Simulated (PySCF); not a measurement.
Constitutional and geometric isomers with formula C3H2O2. Isolated molecules, 0 K electronic values unless said otherwise. One relaxed conformer stands for each flexible species; it need not be the lowest. Strings in code marks are SMILES.

Method: M06-2X/def2-TZVP // B3LYP-D3(BJ)/def2-TZVP (PySCF 2.14.0). All candidates: neutral, multiplicity 1. Excitations are Tamm–Dancoff values on a coarser integration grid. The basis has no diffuse functions, so Rydberg states are missing or too high.

- HOMO–LUMO gap = 9.13 eV
- T1 excitation (TDA) = 4.90 eV
- S1 excitation (TDA) = 5.27 eV

Task: Which member has these values?
A. `C#COC=O`
B. `O=c1cc1O` (C–C–O–H torsion 0°)
C. `O=C1[C@H]2O[C@@H]12`

Result: B, `O=c1cc1O` (C–C–O–H torsion 0°). The others give `O=C1[C@H]2O[C@@H]12`: 8.91 eV, 4.33 eV, 4.80 eV; `C#COC=O`: 9.26 eV, 5.15 eV, 5.60 eV
